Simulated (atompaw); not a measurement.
Building the PAW (atompaw) potential for Ti (Z = 22) (PBEsol, scalar-relativistic).

| Property | Result |
| --- | --- |
| Element | titanium (Ti) |
| Generator | atompaw 4.2.0.5 |
| Type | PAW |
| Functional | PBEsol |
| Relativity | scalar-relativistic |
| Frozen core | [Ne] |
| Valence charge | 12 |
| Reference configuration | 3s2 3p6 3d2 4s1 4p1 |
| Partial waves | 3s (bound): rc 1.05 bohr; 4s (bound): rc 2.15 bohr; 3p (bound): rc 1.90 bohr; 4p (bound): rc 2.10 bohr; 3d (bound): rc 2.15 bohr; 3d channel at 3.75 Ry: rc 1.65 bohr |
| Local potential | troulliermartins scheme with l = 3 at -0.5 Ry, radius 1.45 bohr |
| Core correction | smooth core density matched at 1.70 bohr |
| Augmentation charge | sinc compensation charge, radius 2.10 bohr; PAW radius 2.15 bohr; waves and projectors: custom polynom2 7 10 vanderbiltortho |

All-electron outer shells of the reference configuration (PBEsol, scalar-relativistic, ld1.x):

```csv
shell,level (eV),outermost node (bohr),outermost maximum (bohr)
2s,-537.53,0.09,0.27
2p,-445.22,–,0.22
3s,-63.79,0.40,0.87
3p,-40.11,0.37,0.90
3d,-5.50,–,0.98
4s,-5.23,1.24,2.88
4p,-2.07,1.38,3.75
```

Results:

```json
{
 "Cutoffs needed": "21 Ry and 45 Ry (the cutoffs (Ry, on a coarse ladder) from which the occupation-weighted sum of valence levels, in a spherical-Bessel basis at the reference potential, stays within 10 and 1 mRy of its value at 400 Ry)",
 "Ghost test": "no extra level below or beside the all-electron valence levels (s, p, d, f tested) (spherical-Bessel basis up to 400 Ry, 20 bohr box)",
 "Lowest eigenvalue of the overlap operator": "0.53 (s channel)",
 "Overlap eigenvalues printed by atompaw (projector basis)": "0.463, 1.75, 3.2, 160, 258, 3.4e+03",
 "Share of each valence orbital outside the PAW sphere": "3s 1 %, 4s 87 %, 3p 2 %, 4p 95 %, 3d 21 %"
}
```

Generation and tests took about 3.3 s on one core of a shared server CPU.
